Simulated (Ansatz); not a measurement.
Consider the ligand exchange at the Sn–O bond: `[SiH3][O][Sn][Cl]` + CH₃OH → `C[O][Sn][Cl]` + silanol.

Computed with Ansatz on PBE0-D4/def2-TZVP structures; ΔE is electronic, products minus reactants. CCSD(T)/CBS adds triple-zeta CCSD(T) − MP2 to the extrapolated MP2 energy (def2 sets, frozen cores). This one scheme is used for every species. DFT in def2-TZVPP. HSE06 is defined as in plane-wave codes. def2 core potentials past Kr. For Sn outer-core shells are correlated without core-valence functions, which leaves a few kJ/mol of doubt a bond. One conformer a species, not always the lowest.

`[SiH3][O][Sn][Cl]`:

Cartesian coordinates in Å:
```
Si 0.444 -0.534 0.675
O -0.016 -0.662 -0.897
Sn -0.912 0.390 -2.291
Cl -1.297 2.336 -0.978
H -0.729 -0.299 1.558
H 1.097 -1.809 1.075
H 1.414 0.578 0.859
```

CH₃OH:

Z-matrix (Å, degrees):
```
C
O 1 1.409
H 1 1.097 2 112.4
H 1 1.090 2 107.0 3 -118.5
H 1 1.097 2 112.4 3 123.0
H 2 0.959 1 108.5 3 -61.6
```

`C[O][Sn][Cl]`:

```xyz
7

C    -0.527   -0.277   -0.670
O    -0.159    1.013   -0.252
Sn    0.991    1.631    1.207
Cl    1.607   -0.496    2.102
H    -0.223   -0.426   -1.711
H    -0.072   -1.063   -0.059
H    -1.616   -0.382   -0.617
```

`O[SiH3]`:

```xyz
6

O    -0.930    0.714   -0.518
Si    0.334   -0.212   -0.007
H    -1.580    0.981    0.132
H     1.145    0.487    1.028
H     1.162   -0.468   -1.207
H    -0.130   -1.503    0.572
```

| level | ΔE (kJ/mol) | difference from CCSD(T)/CBS |
| --- | --- | --- |
| PBE-D4 | 9.8 | -5.9 |
| BLYP-D4 | 10.6 | -5.1 |
| HSE06-D4 | 14.7 | -1.0 |
| BHLYP-D4 | 20.6 | 4.9 |
| ωB97X-V | 15.4 | -0.3 |
| r2SCANh | 13.1 | -2.6 |
| HSE06 | 13.1 | -2.6 |
| RPA@PBE/def2-TZVPP | 15.9 | 0.2 |
| MP2/def2-SVP | 18.5 | 2.8 |
| CCSD/CBS(def2) | 17.6 | 1.9 |
| CCSD(T)/CBS | 15.7 | 0 |

Largest T1 diagnostic among the species: 0.017.

From r2SCAN to r2SCAN0 (25 % exact exchange), in def2-TZVPP and without D4, ΔE moves by +3.5 kJ/mol. At CCSD(T), def2-SVP lies +3.5 kJ/mol from the extrapolated value and def2-TZVPP +0.4 kJ/mol. In def2-TZVPP, CCSD(T) changes the Hartree–Fock value by −7.6 kJ/mol (the triples alone add −1.8 kJ/mol) and MP2 by −8.7 kJ/mol.
